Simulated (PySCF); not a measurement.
## Löwdin shares of the frontier orbitals

Compound: ethyl vinyl sulfone, C4H8O2S.
Z-matrix (Å and degrees, PBE0-D3(BJ)/def2-SVP geometry), rows numbered from 1:
```
C 
C   1  1.3289
S   2  1.7787  1  119.15
O   3  1.4620  2  107.93  1     0.50
O   3  1.4621  2  106.91  1   132.44
C   3  1.7970  2  104.99  1  -113.52
C   6  1.5125  3  113.51  2   -68.45
H   1  1.0933  2  121.32  3  -175.83
H   1  1.0947  2  119.76  3     3.25
H   2  1.0933  1  125.27  3   174.80
H   6  1.1022  3  101.71  2   170.58
H   6  1.1002  3  106.14  2    57.84
H   7  1.0997  6  110.13  3  -173.17
H   7  1.1004  6  111.89  3    67.26
H   7  1.0990  6  110.13  3   -53.40
```

Theory: PySCF 2.14.0, density-fitted response routines, TDDFT B3LYP/def2-SVPD, vertical, gas phase, core orbitals frozen in the response.

Kohn–Sham orbitals with the atoms that hold most of them (Löwdin shares over 4%, at most four atoms; ? is withheld):

```csv
orbital,ε (eV),atoms
LUMO+2,0.58,"S3 20%, C1 14%, H8 14%, H13 9%"
LUMO+1,0.11,"S3 17%, C7 14%, H14 9%, C1 9%"
LUMO,-1.53,?
HOMO,?,"O5 33%, O4 23%, C2 11%, S3 10%"
HOMO-1,-8.42,?
HOMO-2,-8.76,"O4 24%, C2 20%, C1 18%, O5 18%"
HOMO-3,-9.03,"O4 37%, O5 23%, C2 12%, S3 10%"
```

Q: Which atoms hold the HOMO-1, and with what shares?

A: O5 (bonded to S) 39%; O4 (bonded to S) 34%; C2 (bonded to C, S and H) 7%; S3 (bonded to 2 C and 2 O) 6%. By element: oxygen 73%, carbon 7% or more, sulfur 6%.

Q: Give the leading atoms of the LUMO.

A: C1 (bonded to C and 2 H) 38%; C2 (bonded to C, S and H) 31%; S3 (bonded to 2 C and 2 O) 7%; H8 (bonded to C) 6%. By element: carbon 70% or more, sulfur 7%, hydrogen 6% or more.

Q: What is the HOMO energy, and the HOMO–LUMO gap?

A: ε(HOMO) = -8.07 eV; the gap is 6.54 eV (0.2403 hartree).

Q: The HOMO–LUMO gap is 6.54 eV. Where does the response calculation put the lowest singlet, and from which orbitals?

A: S1 is at 5.48 eV (f = 0.0037), 1.06 eV below the gap, made of HOMO→LUMO (95%). Without the coupling terms of the response equations the lowest excitation would equal the gap.

Q: One configuration dominates each of S1 and S2. Which, and how do the shares of the two leading atoms of either orbital change from the occupied to the empty one?

A: 
- S1 (5.48 eV, f 0.0037), HOMO→LUMO (95%): O5 33% → at most 6%, O4 23% → at most 6%, C1 at most 11% → 38%, C2 11% → 31%
- S2 (5.92 eV, f 0.0055), HOMO-1→LUMO (90%): O5 39% → at most 6%, O4 34% → at most 6%, C1 at most 7% → 38%, C2 7% → 31%

Hardware: an Arm Neoverse V1 with one thread, shared host. Cost: 48 s of wall time, 0.89 GiB resident at most.

One conformer stands for the species.
